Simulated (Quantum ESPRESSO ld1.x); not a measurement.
Input file for ld1.x (Quantum ESPRESSO 7.5):

```
 &input
    atom='Au',
    iswitch=1,
    rel=2,
    dft='PBE',
    config='[He] 2s2',
    rel_dist='energy',
    verbosity='high',
    lsmall=.true.,
    prefix='ld1',
    max_out_wfc=37,
    file_charge='ld1.rho',
 /
```

Command: `OMP_NUM_THREADS=1 ld1.x < ld1.in > ld1.out`

Output (excerpt):

```
     Program LD1 v.7.5 starts

     --------------------------- All-electron run ----------------------------

     dirac relativistic calculation

     atomic number is 79.00
     dft =PBE   lsd =0 sic =0 latt =0  beta=0.20 tr2=1.0E-14
     Exchange-correlation= PBE
                           (   1   4   3   4   0   0   0)
     mesh =2123 r(mesh) = 100.13829 a.u. xmin = -8.00 dx = 0.00800
     1 Ry =  13.60569312 eV, c = 137.03599908

     n l j   nl                  e(Ry)          e(Ha)          e(eV)
     Spin orbit split results
     1 0 0.5 1S 1( 2.00)   -6638.485671063   -3319.242835532 -90321.1988419
     2 0 0.5 2S 1( 2.00)   -1648.127308611    -824.063654306 -22423.9143886
     Averaged results
     1 0     1S 1( 2.00)   -6638.485671063   -3319.242835532 -90321.1988419
     2 0     2S 1( 2.00)   -1648.127308611    -824.063654306 -22423.9143886

     final scf error:  8.0E-15 reached in  17 iterations

     Etot =  -16968.256998 Ry,   -8484.128499 Ha, -230864.897551 eV

     Ekin =   20923.060003 Ry,   10461.530001 Ha,  284672.733592 eV
     Encl =  -38176.074587 Ry,  -19088.037294 Ha, -519411.955472 eV
     Eh   =     436.097132 Ry,     218.048566 Ha,    5933.403749 eV
     Exc  =    -151.339546 Ry,     -75.669773 Ha,   -2059.079420 eV
```

Run on one thread of a shared host, so times are rough (Intel(R) Xeon(R) Processor @ 2.60GHz): 0.54 s of CPU time, 0.58 s wall, 17 iterations on 2123 mesh points.
